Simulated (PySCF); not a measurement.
# Mayer bond orders and bond lengths

C7H11NSi.
SMILES with atom numbers: `[CH:1]#[C:2][C@@H:3]1[CH2:4][N:5]([CH3:6])[SiH2:7][C:8]1=[CH2:9]` (hydrogens: H10 on C1; H11 on C3; H12, H13 on C4; H14, H15, H16 on C6; H17, H18 on Si7; H19, H20 on C9)

Cartesian coordinates in Å at the GFN2-xTB level; atoms count from 1:
```xyz
20
C7H11NSi angstrom
C     -1.407    3.100   -0.892
C     -0.974    2.137   -0.327
C     -0.447    0.956    0.322
C      0.961    0.613   -0.195
N      1.204   -0.787    0.069
C      2.552   -1.227   -0.140
Si    -0.201   -1.774    0.021
C     -1.321   -0.269    0.136
C     -2.640   -0.222    0.064
H     -1.787    3.951   -1.374
H     -0.383    1.147    1.402
H      1.027    0.836   -1.271
H      1.719    1.219    0.315
H      2.862   -1.123   -1.188
H      3.243   -0.642    0.477
H      2.631   -2.274    0.141
H     -0.183   -2.674    1.178
H     -0.448   -2.540   -1.211
H     -3.194    0.704    0.111
H     -3.222   -1.122   -0.050
```

Bond orders from the PBE0/pcSseg-1 density (PySCF). One conformer (not necessarily the lowest) at the GFN2-xTB geometry, without solvent, vibrations or thermal averaging.

(1) How far do the computed orders between heavy atoms stray from the drawn ones?

(2) Set the Mayer orders of the bonds between heavy atoms beside their lengths.

## Answers

(1) The largest departure is 0.491, at C1–C2 (drawn triple, 2.509). Drawn single, order below 0.88: Si7–C8 (0.849). Drawn double or triple, more than 0.30 short of the drawn order: C1–C2 (2.509).

(2) 
| bond | drawn as | length (Å) | Mayer order |
| --- | --- | --- | --- |
| C1–C2 | triple | 1.197 | 2.509 |
| C2–C3 | single | 1.448 | 0.993 |
| C3–C4 | single | 1.539 | 1.008 |
| C4–N5 | single | 1.446 | 0.920 |
| N5–C6 | single | 1.434 | 0.965 |
| N5–Si7 | single | 1.717 | 0.980 |
| Si7–C8 | single | 1.880 | 0.849 |
| C8–C9 | double | 1.322 | 2.023 |
| C8–C3 | single | 1.516 | 0.974 |

Bonds between the same two heavy elements. C–C: lowest C8–C3 (0.974, 1.516 Å), highest C1–C2 (2.509, 1.197 Å); in 1 of the 10 pairs the longer bond (by over 0.003 Å) has the higher order (by 0.02 or more). C–N: lowest C4–N5 (0.920, 1.446 Å), highest N5–C6 (0.965, 1.434 Å).

Task: And the bonds to hydrogen?

Result: C–H: 0.88 to 1.16 (9 bonds); H–Si: 0.89 to 0.92 (2 bonds).

Task: Sum the orders of all bonds at each heavy atom with more than one neighbour and set the sums beside the valence in the SMILES.

Result: C1 3.667 (drawn 4), C2 3.502 (drawn 4), C3 3.855 (drawn 4), C4 3.815 (drawn 4), N5 2.865 (drawn 3), C6 3.853 (drawn 4), Si7 3.636 (drawn 4), C8 3.846 (drawn 4), C9 3.907 (drawn 4). Orders between atoms that aren't bonded are not in these sums.

Mayer orders depend on the basis set.
